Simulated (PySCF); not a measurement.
C7H9NSi.
Numbering: `[cH:1]1[cH:2][c:3]([SiH:4]2[CH2:5][CH2:6]2)[cH:7][cH:8][n:9]1`

NICS = −σ at a ghost point: NICS(0) at the centroid of the ring atoms, NICS(1) 1 Å to either side along the normal of their mean plane, zz for the tensor component along that normal. Level: GIAO PBE/pcSseg-1 (PySCF, non-relativistic, gas phase) on the PBE0-D3(BJ)/def2-SVP geometry, one conformer.

Ring bond lengths (Å): C1–C2 1.395, C2–C3 1.401, C3–C7 1.402, C7–C8 1.393, C8–N9 1.332, N9–C1 1.329; Si4–C5 1.860, C5–C6 1.538, C6–Si4 1.860.

What do the NICS probes read (ppm)?

```
             ring                                               type  NICS(0)  NICS(1), two faces  NICS(1)zz, two faces  rms pucker (Å)  centre to ring atoms, mean (Å)
C1–C2–C3–C7–C8–N9  6-membered ring with N; formal bonds all aromatic     -5.7       -10.3 / -10.3         -25.6 / -25.6            0.00                            1.37
        Si4–C5–C6   3-membered ring with Si; formal bonds all single    -26.0         -6.7 / -7.6         -16.4 / -16.9            0.00                            1.01
```

What can be read from them?

- C1–C2–C3–C7–C8–N9: mean NICS(1)zz -25.6 ppm, shielded. The ring is flat and has no four-coordinate atom; by the NICS criterion it is aromatic.
- Si4–C5–C6: mean NICS(1)zz -16.7 ppm, shielded. Si4, C5, C6 have four or more neighbours, and the NICS criterion for π rings isn't applied. NICS(0) lies 19 ppm below the mean NICS(1).

And the bond-length index? HOMA = 1 − mean of α(R − Ropt)² over the ring bonds, with Krygowski's 1993 parameters (CC: Ropt 1.388 Å, α 257.7 Å⁻²; CN: Ropt 1.334 Å, α 93.52 Å⁻²).

- C1–C2–C3–C7–C8–N9: HOMA 0.98; the largest term is that of C3–C7, α(R − Ropt)² = 0.05. The geometric and the magnetic index point the same way.

List the ring angles.

- C1–C2–C3–C7–C8–N9: C1 123.6°, C2 119.3°, C3 116.7°, C7 119.3°, C8 123.6°, N9 117.4°; sum 720.0° against 720° for a flat convex ring.
- Si4–C5–C6: Si4 48.8°, C5 65.6°, C6 65.6°; sum 180.0° against 180° for a flat convex ring.

How do the values depend on the level or the medium?

```
                          level  NICS(0), C1–C2–C3–C7–C8–N9  mean NICS(1)zz, C1–C2–C3–C7–C8–N9  NICS(0), Si4–C5–C6  mean NICS(1)zz, Si4–C5–C6
              PBE/pcSseg-1, gas                        -5.7                              -25.6               -26.0                      -16.7
             PBE0/pcSseg-1, gas                        -6.3                              -27.1               -25.8                      -16.8
 PBE0/pcSseg-1, IEF-PCM benzene                        -6.2                              -27.0               -26.0                      -16.9
PBE0/pcSseg-1, IEF-PCM methanol                        -6.0                              -26.9               -26.3                      -17.0
```

The geometry is the same throughout; the continuum's cavity takes Bondi-type radii × 1.2.

Conformer computed: `[cH:1]1[cH:2][c:3]([SiH:4]2[CH2:5][CH2:6]2)[cH:7][cH:8][n:9]1`: C2–C3–Si4–C5 154°.
